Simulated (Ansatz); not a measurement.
Reaction (ligand exchange at a B–S bond): `CB(N)S` + CH₃NH₂ → `CNB(C)N` + H₂S

Gas-phase electronic energies from Ansatz, PBE0-D4/def2-TZVP geometries. CCSD(T)/CBS adds triple-zeta CCSD(T) − MP2 to the extrapolated MP2 energy (def2 sets, frozen cores). This one scheme is used for every species. DFT in def2-TZVPP. B3LYP here is the variant with VWN-RPA as its local correlation; programs differ in this. Each species was taken in one conformer, which may not be the lowest.

```tsv
level	ΔE (kJ/mol)
B3LYP	-26.9
SCS-MP2/def2-TZVPP	-26.2
```

(1) What does CCSD(T)/CBS give? (Estimate.)

Largest T1 diagnostic among the species: 0.011.

Answers

(1) The calculation gave: -26.6 kJ/mol. The listed levels differ from it by -0.3, 0.4 kJ/mol.
